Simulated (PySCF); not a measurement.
C4H8AlF (SMILES C=C[CH2][Al]([CH3])[F]), singlet, geometry from GFN2-xTB (such geometries of metal compounds can be far from the true shape), with bond 14-11 at 2.4 times its length; PySCF with CASSCF(8,8)/STO-3G.

Input for PySCF:
```python
from pyscf import gto, scf, mcscf
import numpy

mol = gto.Mole()
mol.atom = '''
    Al    0.058214   -0.019939    0.878938
    C     0.131941   -1.079982   -0.839512
    C    -0.508660   -0.272596   -1.913945
    C     0.144813    0.468184   -2.796836
    H    -0.384291   -2.037215   -0.713135
    H     1.170374   -1.306867   -1.105385
    H    -1.592621   -0.296836   -1.936352
    H     1.221797    0.521011   -2.803537
    H    -0.367865    1.044085   -3.547924
    F    -0.218065    1.601456    0.695522
    C     0.269216   -0.710484    2.729813
    H     0.978230   -0.093084    3.289472
    H     0.627622   -1.740536    2.766852
    H    -1.988015   -0.625787    4.067042
'''
mol.basis = 'sto-3g'
mol.charge = 0
mol.spin = 0
mol.verbose = 4
mol.build()

mf = scf.RHF(mol)
mf.kernel()
mc = mcscf.CASSCF(mf, 8, 8)
mc.fix_spin_(ss=0.0)
mc.kernel()
occ = numpy.linalg.eigvalsh(mc.fcisolver.make_rdm1(mc.ci, mc.ncas, mc.nelecas))[::-1]
ss = mc.fcisolver.spin_square(mc.ci, mc.ncas, mc.nelecas)[0]
print('natural occupations', occ.round(4), ' <S^2>', round(ss, 4))
```

### Question
Predict the main parts of the log of this PySCF run.

### Answer

```
PySCF version 2.14.0

[INPUT] verbose = 4
[INPUT] num. atoms = 14
[INPUT] num. electrons = 54
[INPUT] charge = 0
[INPUT] spin (= nelec alpha-beta = 2S) = 0
[INPUT] symmetry False subgroup None
[INPUT] Mole.unit = angstrom
[INPUT] Symbol           X                Y                Z      unit          X                Y                Z       unit  Magmom
[...]
nuclear repulsion = 261.853851175836
number of shells = 28
number of NR pGTOs = 126
number of NR cGTOs = 42
basis = sto-3g
ecp = {}

******** <class 'pyscf.scf.hf.RHF'> ********
method = RHF
initial guess = minao
damping factor = 0
level_shift factor = 0
DIIS = <class 'pyscf.scf.diis.CDIIS'>
diis_start_cycle = 1
diis_space = 8
diis_damp = 0
SCF conv_tol = 1e-09
SCF conv_tol_grad = None
SCF max_cycles = 50
direct_scf = True
direct_scf_tol = 1e-13
Set gradient conv threshold to 3.16228e-05
Initial guess from minao.
init E= -491.211957958825
[...]
cycle= 1 E= -490.899633989151  delta_E= 0.312  |g|= 0.427  |ddm|= 4.39
[...]
cycle= 2 E= -490.993088274383  delta_E= -0.0935  |g|= 0.157  |ddm|= 0.98
[...]
cycle= 3 E= -491.000847966417  delta_E= -0.00776  |g|= 0.104  |ddm|= 0.402
[...]
cycle= 4 E= -491.005720266101  delta_E= -0.00487  |g|= 0.0321  |ddm|= 0.208
[...]
cycle= 5 E= -491.006346647523  delta_E= -0.000626  |g|= 0.00681  |ddm|= 0.072
[...]
cycle= 6 E= -491.006397071971  delta_E= -5.04e-05  |g|= 0.00321  |ddm|= 0.019
[...]
cycle= 7 E= -491.006410760304  delta_E= -1.37e-05  |g|= 0.0011  |ddm|= 0.0112
[...]
cycle= 8 E= -491.006413057061  delta_E= -2.3e-06  |g|= 0.000367  |ddm|= 0.00492
[...]
cycle= 9 E= -491.006413313193  delta_E= -2.56e-07  |g|= 0.000113  |ddm|= 0.00171
[...]
cycle= 10 E= -491.006413331883  delta_E= -1.87e-08  |g|= 3.3e-05  |ddm|= 0.000461
[...]
cycle= 11 E= -491.006413333365  delta_E= -1.48e-09  |g|= 6.84e-06  |ddm|= 0.000145
[...]
cycle= 12 E= -491.006413333405  delta_E= -4.05e-11  |g|= 1.35e-06  |ddm|= 2.38e-05
[...]
Extra cycle  E= -491.006413333406  delta_E= -9.09e-13  |g|= 1.11e-06  |ddm|= 3.83e-06
converged SCF energy = -491.006413333406

******** <class 'pyscf.mcscf.mc1step.CASSCF'> ********
CAS (4e+4e, 8o), ncore = 23, nvir = 11
max_cycle_macro = 50
max_cycle_micro = 4
conv_tol = 1e-07
conv_tol_grad = None
orbital rotation max_stepsize = 0.02
orbital rotation threshold for CI restart = 0.01
augmented hessian ah_max_cycle = 30
augmented hessian ah_conv_tol = 1e-12
augmented hessian ah_linear dependence = 1e-14
augmented hessian ah_level shift = 1e-08
[...]
CASCI E = -491.219278006007  S^2 = 0.0000000
[...]
macro iter  40 ( 21 JK    4 micro), CASSCF E = -491.246393993710  dE = -3.42531333e-05  S^2 = 0.0000000
               |grad[o]|=0.00473  |grad[c]|=0.0114  |ddm|=0.0064  |maxRot[o]|=0.00357
macro iter  41 ( 21 JK    4 micro), CASSCF E = -491.246425757187  dE = -3.17634775e-05  S^2 = 0.0000000
               |grad[o]|=0.00467  |grad[c]|=0.0113  |ddm|=0.00637  |maxRot[o]|=0.00343
macro iter  42 ( 21 JK    4 micro), CASSCF E = -491.246455253228  dE = -2.94960404e-05  S^2 = 0.0000000
               |grad[o]|=0.00463  |grad[c]|=0.0113  |ddm|=0.00634  |maxRot[o]|=0.0033
macro iter  43 ( 21 JK    4 micro), CASSCF E = -491.246482680343  dE = -2.74271148e-05  S^2 = 0.0000000
               |grad[o]|=0.00458  |grad[c]|=0.0113  |ddm|=0.00631  |maxRot[o]|=0.00317
macro iter  44 ( 21 JK    4 micro), CASSCF E = -491.246508216307  dE = -2.55359644e-05  S^2 = 0.0000000
               |grad[o]|=0.00454  |grad[c]|=0.0113  |ddm|=0.00629  |maxRot[o]|=0.00306
macro iter  45 ( 21 JK    4 micro), CASSCF E = -491.246532020708  dE = -2.38044008e-05  S^2 = 0.0000000
               |grad[o]|=0.00451  |grad[c]|=0.0113  |ddm|=0.00627  |maxRot[o]|=0.00295
macro iter  46 ( 21 JK    4 micro), CASSCF E = -491.246554237121  dE = -2.22164133e-05  S^2 = 0.0000000
               |grad[o]|=0.00448  |grad[c]|=0.0113  |ddm|=0.00624  |maxRot[o]|=0.00284
macro iter  47 ( 21 JK    4 micro), CASSCF E = -491.247676296325  dE = -1.12205920e-03  S^2 = 0.0000000
               |grad[o]|=0.00445  |grad[c]|=0.0144  |ddm|=0.0353  |maxRot[o]|=0.165
macro iter  48 ( 12 JK    3 micro), CASSCF E = -491.250222541677  dE = -2.54624535e-03  S^2 = 0.0000000
               |grad[o]|=0.0048  |grad[c]|=0.00492  |ddm|=0.0198  |maxRot[o]|=0.149
macro iter  49 ( 21 JK    4 micro), CASSCF E = -491.253309856614  dE = -3.08731494e-03  S^2 = 0.0000000
               |grad[o]|=0.00897  |grad[c]|=0.0306  |ddm|=0.0187  |maxRot[o]|=0.164
macro iter  50 ( 21 JK    4 micro), CASSCF E = -491.253329499285  dE = -1.96426716e-05  S^2 = 0.0000000
               |grad[o]|=0.00889  |grad[c]|=0.00763  |ddm|=0.00589  |maxRot[o]|=0.0583
1-step CASSCF not converged,  50 macro (1037 JK 199 micro) steps
CASSCF canonicalization
Density matrix diagonal elements [1.96798115 1.95616079 1.89562793 1.32502371 0.67492232 0.10325217
 0.02908096 0.04795096]
CASSCF energy = -491.253329499285
CASCI E = -491.253329499285  E(CI) = -9.67996338177164  S^2 = 0.0000000
natural occupations [1.9822 1.9734 1.8865 1.3111 0.6889 0.1136 0.0301 0.0142]  <S^2> 0.0
```

The run did not converge; its last values are not results.
